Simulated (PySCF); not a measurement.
# Computed records: ClGeH4Si, CH6BGeSi, CH6BGeN, CH8AlGeN and others

Calculation on a computer-drawn molecule: optimised geometry and harmonic frequencies of an isolated molecule of the commonest isotopes, restricted reference for singlets and unrestricted otherwise, frozen core in MP2; on germanium a core potential holds 10 electrons, which the energies leave out, and 3d is frozen in MP2 and coupled-cluster steps. Program: PySCF 2.14.0.

Common to all runs: basis and core potential on germanium cc-pVDZ-PP ECP10MDF.

```yaml
- entry: 1
  formula: ClGeH4Si
  start_structure:
    atoms_angstrom:
      - [Si, 1.8169, -1.4986, -0.1873]
      - [Ge, 0.1705, 0.1548, -0.0272]
      - [Cl, -1.7995, -0.4966, -0.661]
      - [H, 1.5127, -2.6721, 0.5865]
      - [H, 2.0985, -1.9123, -1.5965]
      - [H, 0.4763, 1.4001, -0.8299]
      - [H, -0.0172, 0.6339, 1.379]
  given:
    charge: 0
    multiplicity: 2
    method: HF
    basis: "cc-pV(D+d)Z"
    drawn_bonds_atom: [1, 2, 1, 1, 2, 2]
    drawn_bonds_other_atom: [2, 3, 4, 5, 6, 7]
    drawn_bonds_order: [1, 1, 1, 1, 1, 1]
  results:
    optimised_atom_element: [Si, Ge, Cl, H, H, H, H]
    "optimised_atom_x [angstrom]": [1.832, 0.1816, -1.755, 1.519, 2.037, 0.4879, -0.04432]
    "optimised_atom_y [angstrom]": [-1.512, 0.2083, -0.5431, -2.687, -1.913, 1.427, 0.6294]
    "optimised_atom_z [angstrom]": [-0.2142, -0.001627, -0.7055, 0.6292, -1.624, -0.8679, 1.448]
    "modes_frequency [cm^-1]": [112.6, 113.3, 365.4, 375.3, 411.6, 594.5, 599.7, 724.2, 818.3, 939.5, 991.8, 2248, 2252, 2308, 2326]
    "modes_reduced_mass [dalton]": [1.078, 8.669, 14.37, 1.041, 33.03, 1.149, 1.125, 1.036, 1.051, 1.025, 1.052, 1.025, 1.015, 1.029, 1.054]
    "rotational_constants [GHz]": [6.784, 2.16, 1.706]
    "total_energy [hartree]": -1044.1522
    spin_squared: 0.7575
    "convergence_status_largest_gradient_component [hartree/bohr]": 2.238e-05
- entry: 2
  formula: CH6BGeSi
  start_structure:
    atoms_angstrom:
      - [B, -0.4296, -1.547, -1.5546]
      - [C, -1.4541, -0.6606, -1.3861]
      - [Si, -2.1844, 0.4032, -0.0331]
      - [Ge, -2.2362, -0.3307, -3.2079]
      - [H, 0.4071, -2.3711, -1.7187]
      - [H, -1.6729, 0.3131, 1.2967]
      - [H, -3.2607, 1.3663, -0.318]
      - [H, -3.6939, -0.7047, -3.0792]
      - [H, -1.5717, -1.2628, -4.2738]
      - [H, -2.0866, 1.1218, -3.6084]
  given:
    charge: 1
    multiplicity: 1
    method: HF
    basis: "cc-pV(D+d)Z"
    drawn_bonds_atom: [1, 2, 2, 1, 3, 3, 4, 4, 4]
    drawn_bonds_other_atom: [2, 3, 4, 5, 6, 7, 8, 9, 10]
    drawn_bonds_order: [1, 2, 1, 1, 1, 1, 1, 1, 1]
  results:
    optimised_atom_element: [B, C, Si, Ge, H, H, H, H, H, H]
    "optimised_atom_x [angstrom]": [-0.4907, -1.54, -2.068, -2.344, 0.3871, -1.455, -3.158, -3.81, -1.575, -2.13]
    "optimised_atom_y [angstrom]": [-1.466, -0.5483, 0.3056, -0.3115, -2.237, 0.09712, 1.28, -0.6841, -1.259, 1.15]
    "optimised_atom_z [angstrom]": [-1.382, -1.522, -0.1072, -3.379, -1.28, 1.206, -0.1608, -3.24, -4.285, -3.734]
    "modes_frequency [cm^-1]": [36.85, 144.5, 159.7, 220.8, 296.6, 406.1, 630.8, 651.5, 723.2, 755.0, 812.4, 825.3, 914.5, 950.5, 953.7, 1030, 1068, 1530, 2291, 2292, 2293, 2410, 2440, 2969]
    "modes_reduced_mass [dalton]": [1.084, 4.271, 3.001, 2.991, 1.047, 4.878, 1.075, 1.116, 1.321, 1.205, 1.745, 1.355, 1.1, 1.021, 1.022, 1.65, 1.646, 6.7, 1.023, 1.025, 1.012, 1.029, 1.058, 1.129]
    "rotational_constants [GHz]": [7.062, 1.828, 1.48]
    "total_energy [hartree]": -648.0541
    "convergence_status_largest_gradient_component [hartree/bohr]": 4.061e-05
- entry: 3
  formula: CH6BGeN
  start_structure:
    atoms_angstrom:
      - [C, -0.9475, 1.2758, 0.5607]
      - [B, -0.7125, -0.2922, 0.5788]
      - [Ge, -1.5042, -1.4751, -0.9832]
      - ["N", 0.0396, -1.2476, -2.0587]
      - [H, -1.7534, 1.4933, 1.1709]
      - [H, -1.0659, 1.6893, -0.3642]
      - [H, -0.0603, 1.7603, 1.0845]
      - [H, -0.1108, -0.717, 1.5382]
      - [H, 0.824, -0.7904, -1.7421]
      - [H, 0.1473, -1.6829, -2.9258]
  given:
    charge: 0
    multiplicity: 1
    method: HF
    basis: cc-pVDZ
    drawn_bonds_atom: [1, 2, 3, 1, 1, 1, 2, 4, 4]
    drawn_bonds_other_atom: [2, 3, 4, 5, 6, 7, 8, 9, 10]
    drawn_bonds_order: [1, 1, 1, 1, 1, 1, 1, 1, 1]
  results:
    optimised_atom_element: [C, B, Ge, "N", H, H, H, H, H, H]
    "optimised_atom_x [angstrom]": [-0.9488, -0.7165, -1.426, 0.1003, -1.747, -1.264, -0.07194, -0.1914, 0.9737, 0.1482]
    "optimised_atom_y [angstrom]": [1.355, -0.2036, -1.397, -1.386, 1.486, 1.871, 1.864, -0.7559, -0.9464, -1.872]
    "optimised_atom_z [angstrom]": [0.6611, 0.5245, -1.099, -2.09, 1.408, -0.2483, 1.074, 1.464, -1.87, -2.965]
    "modes_frequency [cm^-1]": [61.95, 72.67, 161.5, 176.8, 428.9, 441.1, 566.4, 653.8, 721.6, 796.6, 846.5, 898.7, 1046, 1180, 1421, 1539, 1570, 1696, 2627, 3131, 3201, 3241, 3769, 3872]
    "modes_reduced_mass [dalton]": [2.466, 1.09, 2.635, 2.814, 1.32, 2.496, 1.167, 1.119, 5.685, 1.279, 1.131, 1.668, 2.789, 1.5, 1.276, 1.055, 1.066, 1.112, 1.09, 1.048, 1.084, 1.103, 1.049, 1.099]
    "rotational_constants [GHz]": [9.024, 2.555, 2.184]
    "total_energy [hartree]": -413.8560
    "convergence_status_largest_gradient_component [hartree/bohr]": 1.466e-05
- entry: 4
  formula: CH8AlGeN
  start_structure:
    atoms_angstrom:
      - [C, 0.3454, 1.4453, -1.1448]
      - ["N", 0.8135, 1.0876, 0.173]
      - [Al, 1.8235, -0.3259, 0.6187]
      - [Ge, 2.4577, -0.6721, 2.9251]
      - [H, -0.7181, 1.4635, -1.1482]
      - [H, 0.7007, 0.7196, -1.8966]
      - [H, 0.7854, 2.382, -1.4109]
      - [H, 0.5002, 1.7116, 0.8212]
      - [H, 2.2668, -1.3152, -0.5208]
      - [H, 1.8595, 0.4368, 3.7989]
      - [H, 3.9418, -0.6649, 3.3711]
      - [H, 1.9874, -1.8063, 3.7034]
  given:
    charge: 0
    multiplicity: 1
    method: HF
    basis: "cc-pV(D+d)Z"
    drawn_bonds_atom: [1, 2, 3, 1, 1, 1, 2, 3, 4, 4, 4]
    drawn_bonds_other_atom: [2, 3, 4, 5, 6, 7, 8, 9, 10, 11, 12]
    drawn_bonds_order: [1, 1, 1, 1, 1, 1, 1, 1, 1, 1, 1]
  results:
    optimised_atom_element: [C, "N", Al, Ge, H, H, H, H, H, H, H, H]
    "optimised_atom_x [angstrom]": [0.3603, 0.8448, 1.833, 2.442, -0.7333, 0.6968, 0.7315, 0.545, 2.286, 1.882, 3.966, 1.91]
    "optimised_atom_y [angstrom]": [1.437, 1.052, -0.335, -0.6135, 1.466, 0.7174, 2.422, 1.704, -1.338, 0.515, -0.6293, -1.936]
    "optimised_atom_z [angstrom]": [-1.152, 0.1621, 0.629, 3.041, -1.195, -1.9, -1.455, 0.8647, -0.5054, 3.926, 3.254, 3.621]
    "modes_frequency [cm^-1]": [43.99, 97.91, 114.6, 180.9, 236.1, 350.8, 394.3, 465.8, 523.5, 612.3, 700.7, 756.9, 892.3, 969.6, 971.3, 1160, 1207, 1231, 1519, 1573, 1593, 1621, 1982, 2175, 2176, 2192, 3151, 3201, 3247, 3778]
    "modes_reduced_mass [dalton]": [1.144, 4.079, 2.216, 1.2, 4.498, 2.573, 1.082, 1.381, 1.317, 1.093, 1.14, 5.341, 1.046, 1.018, 1.019, 1.156, 4.574, 1.291, 1.396, 1.168, 1.044, 1.043, 1.042, 1.023, 1.023, 1.013, 1.036, 1.105, 1.101, 1.074]
    "rotational_constants [GHz]": [14.41, 1.053, 0.999]
    "total_energy [hartree]": -632.2980
    "convergence_status_largest_gradient_component [hartree/bohr]": 2.812e-05
- entry: 5
  formula: GeH5N2Si
  start_structure:
    atoms_angstrom:
      - ["N", -1.8987, 1.8066, 0.0604]
      - [Si, -0.9963, 0.4812, -0.1907]
      - ["N", -0.1217, -0.1715, 1.1428]
      - [Ge, 0.7734, -0.9708, 2.3758]
      - [H, -1.9963, 2.2853, 0.9531]
      - [H, -2.4473, 2.2639, -0.6441]
      - [H, -0.928, -0.0523, -1.4716]
      - [H, 0.0309, -2.0698, 3.1707]
      - [H, 2.1312, -0.544, 2.639]
  given:
    charge: 1
    multiplicity: 1
    method: HF
    basis: "cc-pV(D+d)Z"
    drawn_bonds_atom: [1, 2, 3, 1, 1, 2, 4, 4]
    drawn_bonds_other_atom: [2, 3, 4, 5, 6, 7, 8, 9]
    drawn_bonds_order: [1, 1, 2, 1, 1, 1, 1, 1]
  results:
    optimised_atom_element: ["N", Si, "N", Ge, H, H, H, H, H]
    "optimised_atom_x [angstrom]": [-1.906, -0.9618, -0.1655, 0.7196, -2.056, -2.398, -0.9186, 0.08475, 2.149]
    "optimised_atom_y [angstrom]": [1.826, 0.4864, -0.1763, -0.9693, 2.333, 2.223, -0.05021, -2.077, -0.5683]
    "optimised_atom_z [angstrom]": [0.07201, -0.06557, 1.141, 2.335, 0.9251, -0.7091, -1.418, 3.143, 2.613]
    "modes_frequency [cm^-1]": [96.34, 110.3, 152.5, 310.4, 461.2, 531.9, 554.4, 674.2, 683.5, 718.3, 805.8, 946.3, 978.6, 1047, 1445, 1677, 2337, 2348, 2461, 3765, 3866]
    "modes_reduced_mass [dalton]": [5.3, 3.324, 1.173, 4.305, 1.167, 7.063, 1.318, 1.153, 1.145, 1.074, 1.216, 1.032, 1.383, 3.719, 13.43, 1.135, 1.014, 1.027, 1.044, 1.051, 1.098]
    "rotational_constants [GHz]": [21.99, 1.236, 1.189]
    "total_energy [hartree]": -693.9175
    "convergence_status_largest_gradient_component [hartree/bohr]": 3.882e-05
- entry: 6
  formula: CH5BGe2
  start_structure:
    atoms_angstrom:
      - [Ge, 0.3483, -1.6338, 2.9905]
      - [B, -0.5298, -1.113, 1.2207]
      - [C, -1.3077, -0.796, 0.0987]
      - [Ge, -3.1664, -0.8573, -0.0112]
      - [H, -1.3013, -1.841, 3.5081]
      - [H, -0.7677, -0.4047, -0.886]
      - [H, -3.7106, 0.46, -0.3656]
      - [H, -3.7589, -1.2742, 1.2996]
      - [H, -3.5856, -1.8474, -1.0295]
  given:
    charge: 0
    multiplicity: 1
    method: HF
    basis: cc-pVDZ
    drawn_bonds_atom: [1, 2, 3, 1, 3, 4, 4, 4]
    drawn_bonds_other_atom: [2, 3, 4, 5, 6, 7, 8, 9]
    drawn_bonds_order: [1, 2, 1, 1, 1, 1, 1, 1]
  results:
    optimised_atom_element: [Ge, B, C, Ge, H, H, H, H, H]
    "optimised_atom_x [angstrom]": [0.3575, -0.6417, -1.284, -3.224, -1.014, -0.7298, -3.769, -3.835, -3.64]
    "optimised_atom_y [angstrom]": [-1.604, -1.118, -0.7846, -0.8429, -1.904, -0.4802, 0.5439, -1.289, -1.827]
    "optimised_atom_z [angstrom]": [3.005, 1.263, 0.07487, -0.07671, 3.732, -0.8097, -0.4407, 1.255, -1.177]
    "modes_frequency [cm^-1]": [59.55, 109.6, 198.0, 263.9, 282.4, 394.0, 582.7, 602.1, 626.2, 733.8, 744.3, 930.8, 960.8, 969.3, 1018, 1616, 2017, 2201, 2214, 2233, 3317]
    "modes_reduced_mass [dalton]": [8.004, 1.317, 2.16, 5.154, 1.321, 2.927, 1.047, 1.204, 2.838, 1.383, 1.737, 1.046, 1.022, 1.029, 1.164, 9.669, 1.021, 1.023, 1.023, 1.012, 1.089]
    "rotational_constants [GHz]": [15.68, 0.5682, 0.5521]
    "total_energy [hartree]": -652.1292
    "convergence_status_largest_gradient_component [hartree/bohr]": 9.995e-06
- entry: 7
  formula: CH3BClGe
  start_structure:
    atoms_angstrom:
      - [B, -0.2435, 0.4379, -2.2031]
      - [C, 0.327, 1.1543, -1.1056]
      - [Ge, 0.878, 0.5399, 0.6022]
      - [Cl, 1.7283, 1.8753, 1.9843]
      - [H, -0.7199, -0.0511, -3.0687]
      - [H, 0.5247, 2.2583, -1.1446]
      - [H, 0.8438, -0.9295, 1.0077]
  given:
    charge: 1
    multiplicity: 1
    method: HF
    basis: "cc-pV(D+d)Z"
    drawn_bonds_atom: [1, 2, 3, 1, 2, 3]
    drawn_bonds_other_atom: [2, 3, 4, 5, 6, 7]
    drawn_bonds_order: [2, 1, 1, 1, 1, 1]
  results:
    optimised_atom_element: [B, C, Ge, Cl, H, H, H]
    "optimised_atom_x [angstrom]": [-0.2081, 0.3579, 0.881, 1.703, -0.6762, 0.4991, 0.7819]
    "optimised_atom_y [angstrom]": [0.4819, 1.26, 0.5389, 1.774, -0.1898, 2.331, -0.9106]
    "optimised_atom_z [angstrom]": [-2.103, -1.073, 0.5145, 1.964, -2.942, -1.203, 0.9136]
    "modes_frequency [cm^-1]": [115.6, 128.0, 254.3, 506.6, 531.9, 635.8, 702.5, 761.1, 810.2, 886.8, 1087, 1491, 2359, 2976, 3312]
    "modes_reduced_mass [dalton]": [3.019, 5.129, 3.611, 26.84, 1.295, 1.12, 3.202, 1.079, 1.31, 1.59, 1.229, 5.969, 1.021, 1.127, 1.088]
    "rotational_constants [GHz]": [16.28, 2.008, 1.788]
    "total_energy [hartree]": -816.9081
    "convergence_status_largest_gradient_component [hartree/bohr]": 1.165e-05
- entry: 8
  formula: ClGeH3NO
  start_structure:
    atoms_angstrom:
      - ["N", 1.5146, -0.8554, 1.3296]
      - [Ge, 0.088, -0.6221, 0.3955]
      - [O, -0.5076, -1.7542, -0.7136]
      - [Cl, -1.0182, 1.0889, 0.5647]
      - [H, 1.8405, -0.1617, 1.9814]
      - [H, 2.0843, -1.6821, 1.275]
      - [H, -0.0656, -2.5851, -0.8666]
  given:
    charge: 1
    multiplicity: 1
    method: MP2
    basis: "cc-pV(D+d)Z"
    drawn_bonds_atom: [1, 2, 2, 1, 1, 3]
    drawn_bonds_other_atom: [2, 3, 4, 5, 6, 7]
    drawn_bonds_order: [1, 1, 1, 1, 1, 1]
  results:
    optimised_atom_element: ["N", Ge, O, Cl, H, H, H]
    "optimised_atom_x [angstrom]": [1.525, 0.07903, -0.552, -1.023, 1.846, 2.104, -0.04336]
    "optimised_atom_y [angstrom]": [-0.8587, -0.6225, -1.762, 1.105, -0.1466, -1.697, -2.59]
    "optimised_atom_z [angstrom]": [1.336, 0.3886, -0.7513, 0.571, 1.994, 1.281, -0.853]
    "modes_frequency [cm^-1]": [145.4, 176.5, 220.6, 299.0, 337.1, 433.0, 512.6, 783.7, 824.6, 872.0, 934.2, 1529, 3557, 3687, 3762]
    "modes_reduced_mass [dalton]": [10.58, 6.431, 4.242, 1.171, 1.093, 1.045, 25.46, 7.525, 1.202, 6.385, 1.199, 1.115, 1.048, 1.103, 1.067]
    "rotational_constants [GHz]": [6.166, 3.149, 2.084]
    "total_energy [hartree]": -884.3233
    "convergence_status_largest_gradient_component [hartree/bohr]": 1.998e-05
- entry: 9
  formula: AlBGeH5
  start_structure:
    atoms_angstrom:
      - [B, -2.0097, -1.9796, 0.1893]
      - [Ge, -1.2349, -0.7843, -1.1219]
      - [Al, 1.0159, -0.8566, -2.2026]
      - [H, -2.229, -2.7651, 1.0297]
      - [H, -1.5264, 0.6415, -0.7705]
      - [H, -1.8788, -0.9464, -2.4877]
      - [H, 0.7253, -0.8009, -3.7906]
      - [H, 2.3888, -0.8388, -1.6068]
  given:
    charge: 1
    multiplicity: 1
    method: HF
    basis: "cc-pV(D+d)Z"
    drawn_bonds_atom: [1, 2, 1, 2, 2, 3, 3]
    drawn_bonds_other_atom: [2, 3, 4, 5, 6, 7, 8]
    drawn_bonds_order: [1, 1, 1, 1, 1, 1, 1]
  results:
    optimised_atom_element: [B, Ge, Al, H, H, H, H, H]
    "optimised_atom_x [angstrom]": [-1.671, -1.36, 1.079, -1.833, -1.871, -2.445, 1.333, 2.02]
    "optimised_atom_y [angstrom]": [-1.869, -0.7067, -0.823, -2.529, 0.6274, -1.338, 0.03287, -1.725]
    "optimised_atom_z [angstrom]": [0.2251, -1.497, -2.317, 1.196, -0.9437, -2.374, -3.595, -1.456]
    "modes_frequency [cm^-1]": [78.09, 102.9, 265.9, 288.2, 402.3, 478.9, 489.1, 591.4, 605.7, 751.9, 811.1, 813.9, 929.4, 2060, 2096, 2219, 2221, 2888]
    "modes_reduced_mass [dalton]": [1.057, 3.484, 1.093, 12.59, 1.112, 1.027, 4.57, 1.174, 1.152, 1.113, 1.152, 1.244, 1.034, 1.022, 1.064, 1.016, 1.024, 1.099]
    "rotational_constants [GHz]": [11.01, 2.732, 2.25]
    "total_energy [hartree]": -562.5579
    "convergence_status_largest_gradient_component [hartree/bohr]": 2.085e-05
- entry: 10
  formula: C2H6BGe
  start_structure:
    atoms_angstrom:
      - [C, -2.7257, 1.6196, 0.6118]
      - [C, -1.3236, 2.0098, 0.5758]
      - [B, -0.1736, 1.2361, 0.4058]
      - [Ge, 1.6118, 0.7743, 0.0681]
      - [H, -3.358, 2.0854, -0.112]
      - [H, -3.2246, 1.8192, 1.671]
      - [H, -2.9305, 0.5731, 0.4481]
      - [H, -1.2721, 3.1178, 0.7787]
      - [H, 2.406, 0.0128, 1.1681]
      - [H, 1.9446, -0.1128, -1.1038]
  given:
    charge: 0
    multiplicity: 2
    method: HF
    basis: cc-pVDZ
    drawn_bonds_atom: [1, 2, 3, 1, 1, 1, 2, 4, 4]
    drawn_bonds_other_atom: [2, 3, 4, 5, 6, 7, 8, 9, 10]
    drawn_bonds_order: [1, 2, 1, 1, 1, 1, 1, 1, 1]
  results:
    optimised_atom_element: [C, C, B, Ge, H, H, H, H, H, H]
    "optimised_atom_x [angstrom]": [-2.763, -1.357, -0.1629, 1.666, -3.399, -3.218, -2.788, -1.26, 2.247, 1.988]
    "optimised_atom_y [angstrom]": [1.574, 2.117, 1.429, 0.6499, 1.995, 1.831, 0.4877, 3.2, -0.1915, 0.04234]
    "optimised_atom_z [angstrom]": [0.6684, 0.5734, 0.385, 0.1222, -0.1152, 1.629, 0.5692, 0.6647, 1.256, -1.241]
    "modes_frequency [cm^-1]": [116.8, 151.5, 178.9, 261.4, 305.5, 469.9, 516.1, 597.3, 726.7, 936.1, 1002, 1075, 1134, 1274, 1517, 1581, 1582, 1667, 2236, 2240, 3167, 3225, 3248, 3264]
    "modes_reduced_mass [dalton]": [3.39, 1.857, 1.034, 1.779, 2.428, 1.517, 4.888, 1.184, 1.286, 1.035, 1.397, 2.621, 1.409, 1.384, 1.216, 1.192, 1.044, 3.575, 1.025, 1.015, 1.037, 1.103, 1.096, 1.09]
    "rotational_constants [GHz]": [31.72, 1.4, 1.376]
    "total_energy [hartree]": -397.2052
    spin_squared: 0.7795
    "convergence_status_largest_gradient_component [hartree/bohr]": 1.133e-05
```
